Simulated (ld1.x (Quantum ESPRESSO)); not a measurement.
## Scattering properties, TM semilocal potential for rubidium

ld1.x (Quantum ESPRESSO) 7.5 input, shortened:

```
&input
   title='Rb', zed=37., rel=1, dft='PZ', iswitch=3,
   config='[Kr] 4d-2 5s1 5p0'
 /
 &inputp
   pseudotype=1, tm=.true., lloc=2,
   nlcc=.false.
 /
3
4S  1  0   2.00   0.00  2.05  2.05  0.0
4P  2  1   6.00   0.00  1.70  1.70  0.0
4D  3  2  -2.00   0.15  2.10  2.10  0.0
 &test
   configts(1)='4s2 4p6 5s1 5p0'
 /
```

Occupied shells without a wave of their own: 5s. They enter only through the test configuration that unscreens the potential.

The phase is arctan(r·u′/u) with u = r·R(r), unwrapped; energies in Ry, scanned from -4 to 5 Ry. A pole is an energy at which the radial function vanishes at the test radius. The pseudo phase is shifted by a multiple of π to meet the all-electron one at the reference energy, and phase errors are pseudo minus all-electron; the curves can meet again beyond the range given. Levels narrower than the energy grid can be missing from the lists of poles.

Problem. For each channel, where are the poles, and over which energies does the pseudopotential scatter like the atom?

Solution.

```csv
channel,radius (bohr),reference energy (Ry),"poles, all-electron","poles, pseudo",unbroken range about the reference energy with phases within 0.05 rad,phase error 1 Ry above the reference energy (rad)
s,2.30,-2.35,-1.80,"-1.82, 4.69",below 0.0,-0.009
p,2.30,-1.18,-0.25,-0.25,below 2.6,-0.001
d,2.30,0.15,2.35,2.34,the whole range,-0.001
```

Phases in the s channel:

| E (Ry) | all-electron | pseudo |
| --- | --- | --- |
| -4.00 | 1.240 | 1.235 |
| -3.76 | 1.203 | 1.197 |
| -3.52 | 1.148 | 1.141 |
| -3.28 | 1.056 | 1.046 |
| -3.04 | 0.870 | 0.857 |
| -2.80 | 0.370 | 0.350 |
| -2.56 | -0.693 | -0.698 |
| -2.32 | -1.254 | -1.254 |
| -2.08 | -1.458 | -1.460 |
| -1.84 | -1.559 | -1.563 |
| -1.60 | -1.621 | -1.628 |
| -1.36 | -1.665 | -1.675 |
| -1.12 | -1.700 | -1.713 |
| -0.88 | -1.731 | -1.747 |
| -0.64 | -1.759 | -1.781 |
| -0.40 | -1.786 | -1.815 |
| -0.16 | -1.814 | -1.854 |
| 0.08 | -1.845 | -1.898 |
| 0.32 | -1.879 | -1.954 |
| 0.56 | -1.918 | -2.026 |
| 0.80 | -1.965 | -2.128 |
| 1.04 | -2.025 | -2.281 |
| 1.28 | -2.101 | -2.529 |
| 1.52 | -2.205 | -2.928 |
| 1.76 | -2.351 | -3.441 |
| 2.00 | -2.564 | -3.867 |
| 2.24 | -2.868 | -4.136 |
| 2.48 | -3.248 | -4.300 |
| 2.72 | -3.616 | -4.407 |
| 2.96 | -3.899 | -4.481 |
| 3.20 | -4.095 | -4.536 |
| 3.44 | -4.230 | -4.579 |
| 3.68 | -4.325 | -4.613 |
| 3.92 | -4.396 | -4.642 |
| 4.16 | -4.449 | -4.667 |
| 4.40 | -4.492 | -4.689 |
| 4.64 | -4.526 | -4.709 |
| 4.88 | -4.555 | -4.727 |
